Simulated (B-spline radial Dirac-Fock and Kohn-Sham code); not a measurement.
# What relativity does to the binding energies of S⁵⁺

System: the S⁵⁺ ion, [Ne] 3s1.

Both columns are ΔSCF binding energies of the configuration average from a radial B-spline solver: non-relativistic Hartree-Fock with a point nucleus, and Dirac-Fock with a finite nucleus and the Coulomb interaction alone, averaged over the two j levels with weights 2j+1.

| shell | Hartree-Fock (eV) | Dirac-Fock (eV) | shift (eV) | shift (%) |
| --- | --- | --- | --- | --- |
| 2p | 257.4 | 257.5 | +0.08 | +0.03 |
| 3s | 87.34 | 87.59 | +0.24 | +0.28 |

Relativity binds 2p, 3s more strongly, among those listed most of all 3s in relative terms.

Values without a named source are computed, but for edge energies of neutral atoms, which are taken from tables.
